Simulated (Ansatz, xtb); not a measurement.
Relative energy of two isomers of C6H7ClO2

Structure X: `O=COC1=CC[C@H](Cl)C1`, a singlet. Structure Y: `CC1=C[C@@H](C(=O)O)[C@H]1Cl`, a singlet. Both are isolated molecules in the gas phase, relaxed with PBE-D3(BJ)/def2-SVP; each stands in its lowest conformer found.

Quicker runs give these differences E(Y) − E(X): GFN2-xTB +0.719 eV; HF/STO-3G +1.159 eV (at GFN2-xTB geometries); r2SCAN-D4/def2-SVP +0.323 eV (at GFN2-xTB geometries).

Question: Estimate E(Y) − E(X) at the level CCSD(T)/def2-SVP + ΔMP2/def2-TZVPP.

Answer: Calculated at CCSD(T)/def2-SVP + ΔMP2/def2-TZVPP: E(Y) − E(X) = +0.288 eV, so structure X lies lower.

Level by level:

```json
{"level": "GFN2-xTB", "geometry": "GFN2-xTB", "E(Y) − E(X) (eV)": "+0.719", "departure from the last row (eV)": "+0.430", "job, with rough time for the two": "optimisation, 0.3 s"}
{"level": "HF/STO-3G", "geometry": "GFN2-xTB", "E(Y) − E(X) (eV)": "+1.159", "departure from the last row (eV)": "+0.870", "job, with rough time for the two": "single point, 0.6 s"}
{"level": "r2SCAN-D4/def2-SVP", "geometry": "GFN2-xTB", "E(Y) − E(X) (eV)": "+0.323", "departure from the last row (eV)": "+0.034", "job, with rough time for the two": "single point, 5.2 s"}
{"level": "PBE-D3(BJ)/def2-SVP", "geometry": "PBE-D3(BJ)/def2-SVP", "E(Y) − E(X) (eV)": "+0.307", "departure from the last row (eV)": "+0.019", "job, with rough time for the two": "optimisation, 41 s"}
{"level": "HF/def2-SVP", "geometry": "PBE-D3(BJ)/def2-SVP", "E(Y) − E(X) (eV)": "+0.328", "departure from the last row (eV)": "+0.040", "job, with rough time for the two": "part of the CCSD(T) run"}
{"level": "MP2/def2-SVP", "geometry": "PBE-D3(BJ)/def2-SVP", "E(Y) − E(X) (eV)": "+0.240", "departure from the last row (eV)": "−0.048", "job, with rough time for the two": "part of the CCSD(T) run"}
{"level": "CCSD(T)/def2-SVP", "geometry": "PBE-D3(BJ)/def2-SVP", "E(Y) − E(X) (eV)": "+0.297", "departure from the last row (eV)": "+0.009", "job, with rough time for the two": "single point"}
{"level": "CCSD(T)/def2-SVP + ΔMP2/def2-TZVPP", "geometry": "PBE-D3(BJ)/def2-SVP", "E(Y) − E(X) (eV)": "+0.288", "departure from the last row (eV)": "", "job, with rough time for the two": "single point, 2.9 min"}
```

As drawn, Y has 1 C–C, 1 O–H in place of 1 C–O, 1 C–H. Structure X has a 5-membered ring, Y a 4-membered ring.

The levels shown agree on the order. The largest departure from CCSD(T)/def2-SVP + ΔMP2/def2-TZVPP is that of HF/STO-3G, 0.870 eV. The last row adds to CCSD(T) the change of the MP2 difference between the two basis sets, here −0.009 eV.

With thermal terms from frequencies at re-optimised GFN2-xTB minima (ideal gas, soft modes damped towards free rotors, one conformer each, 298.15 K, 1 atm): on the last row, ΔE + ΔZPE = +0.244, ΔH = +0.270, ΔG = +0.212 eV.

The correlated steps freeze 13 core orbitals. Codes used: Ansatz 0.2.0, xtb 6.7.1; the last row on 4 threads of Arm Neoverse V1 on a shared host.
